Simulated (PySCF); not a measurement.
Vertical excitations of a molecule C2H7AlClN from TDDFT-PBE/def2-SVPD (PySCF), as energy in eV (oscillator strength): 4.67 (0.013), 5.44 (0.120), 5.86 (0.005), 6.15 (0.003), 6.31 (0.117), 6.45 (0.002), 6.73 (0.025), 6.85 (0.020), 6.86 (0.031), 6.92 (0.003). Lowest triplet (TDA): 4.44 eV. Geometry: B3LYP-D3(BJ)/def2-SVP. One conformer was computed; it need not be the lowest.

Task: Which molecule gave these data?
(A) C[CH2][Al]([NH2])[Cl]
(B) C[NH][Al]([CH3])[Cl]
(C) C[N](C)[AlH][Cl]

Result: B, C[NH][Al]([CH3])[Cl]
